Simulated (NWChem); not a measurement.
C4H5FO; SMILES C1(=COCC1)F

```xyz
11

F      0.0756    -2.1104    -0.0329
C      0.0670    -0.7692    -0.0164
C      1.1374     0.0516     0.0050
O      0.8008     1.3792     0.0731
C     -0.6362     1.4426    -0.1322
C     -1.2029     0.0279     0.1187
H      2.2087    -0.1835    -0.0006
H     -1.0431     2.2232     0.5385
H     -0.8127     1.7528    -1.1866
H     -1.6514    -0.0986     1.1314
H     -1.9798    -0.2510    -0.6226
```
Atoms are numbered in this order, from 1.

Computed with NWChem. Structure relaxed at the PBE-D3(BJ)/def2-SVP level. Ions are spin-unrestricted doublets at the neutral geometry; other ion states weren't tried.

Problem. Order these by “ΔSCF minus −ε(HOMO) (eV)”, lowest first: B3LYP/def2-SVP; PBE/def2-SVP; PBE0/def2-SVP; M06-2X/def2-SVP.

Solution. M06-2X/def2-SVP (1.24), PBE0/def2-SVP (2.33), B3LYP/def2-SVP (2.55), PBE/def2-SVP (3.42)
